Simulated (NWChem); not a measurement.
## Correlation energy of In (+1)

```
In
```
Charge +1, spin multiplicity 1.

The numbers come from NWChem runs, not from measurements.

Basis set: def2-QZVP. Each correlation energy counts from its own Hartree-Fock reference.

```csv
method,correlation energy (mHa),difference from CCSD(T)
CCSD,-395.8,+9.3
SCS-MP2,-376.0,+29.1
CR-CCSD(T),-403.5,+1.6
CCSD(T),-405.1,0.0
CCSD+T(CCSD),-405.3,-0.2
CR-CCSD[T],-403.7,+1.4
MP2,-425.7,-20.7
```

The values span 49.7 mHa, from MP2 (lowest) to SCS-MP2 (highest). 

Effective core potentials replace the inner electrons of In; spin-orbit coupling is left out. The correlated methods keep 4 core orbitals frozen. Differences from the coupled-cluster row are differences between methods, not errors against experiment.
